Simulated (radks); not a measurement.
Values are calculated unless marked as measured or tabulated.
Valence configurations of Sn IV (all share [Kr]). Code: a radial shooting solver on a logarithmic mesh with Libxc functionals. Model: scalar-relativistic Kohn-Sham, PBE, spin-polarised, spherical densities, point nucleus; open shells are filled with parallel spins first (spin-orbit coupling, left out, can overturn this in heavy ions). Energies are relative to 4d10 5s1; eigenvalues in eV for spin up.

valence          E (eV)  moment (Bohr magnetons)    e(4d)    e(5p)    e(5s)
4d10 5s1          0.000                        1  -55.199        -  -36.494
4d10 5p1          9.233                        1  -56.474  -28.007        -
4d9.5 5s1.5      10.056                        1  -57.947        -  -37.348
4d9.5 5s1 5p0.5  14.186                        2  -58.679  -28.681  -38.210
4d9.5 5s0.5 5p1  18.957                        2  -59.302  -29.028  -38.586
4d9 5s2          20.723                        1  -60.726        -  -38.191
4d9 5s1 5p1      29.161                        3  -62.138  -30.000  -39.848
4d8.5 5s1 5p1.5  44.943                        4  -65.583  -31.250  -41.412
4d8 5s2 5p1      53.667                        3  -67.772  -31.195  -41.527
4d8 5s1 5p2      61.542                        5  -69.015  -32.441  -42.914

NIST lists [Kr] 4d10 5s1 as the ground configuration; this level of theory agrees among the configurations tried. The energies are those of spherical high-spin densities, not of single terms.
